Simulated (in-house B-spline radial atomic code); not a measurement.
Configurations of Zn IV (Zn3+), with energies counted from [Ar] 3d9. All numbers are computed (Dirac-Hartree-Fock, average of configuration; Fermi nucleus of rms radius 3.9283 fm) with an all-electron radial atomic-structure program (B-spline basis), not measured. Energies include first-order Breit, QED and recoil terms.

Occupations are held fixed; configurations that lie above the ionisation limit could autoionise.

```csv
configuration,E - E(ref) (eV),highest orbital,its <r> (bohr)
[Ar] 3d8 6s1,47.325,6s1/2,7.011
[Ar] 3d8 6p1,48.794,6p3/2,7.793
[Ar] 3d8 7p1,52.134,7p3/2,11.64
[Ne] 3s2 3p5 3d10,83.583,3d5/2,0.8098
[Ne] 3s2 3p5 3d9 5s1,122.63,5s1/2,4.134
[Ne] 3s2 3p5 3d9 5f1,133.84,5f5/2,7.76
[Ne] 3s2 3p5 3d9 7s1,134.92,7s1/2,10.62
[Ne] 3s2 3p5 3d9 6f1,136.53,6f5/2,11.85
[Ne] 3s2 3p5 3d9 6g1,136.58,6g9/2,11
[Ne] 3s2 3p5 3d9 7f1,138.15,7f5/2,16.7
```

Order these further configurations by energy, lowest first.
A. [Ar] 3d8 4f1
B. [Ne] 3s2 3p5 3d9 5g1
C. [Ne] 3s2 3p5 3d9 4s1
D. [Ar] 3d8 7f1
E. [Ar] 3d8 7g1

A (45.336 eV), D (54.558 eV), E (54.59 eV), C (100.19 eV), B (133.92 eV).

How far above the reference does [Ar] 3d8 4p1 lie?

25.815 eV; its least bound orbital is 4p3/2 with <r> = 2.314 bohr.

How far above the reference does [Ar] 3d8 7s1 lie?

51.332 eV; its least bound orbital is 7s1/2 with <r> = 10.63 bohr.

How far above the reference does [Ar] 3d8 5f1 lie?

50.255 eV; its least bound orbital is 5f5/2 with <r> = 7.768 bohr.
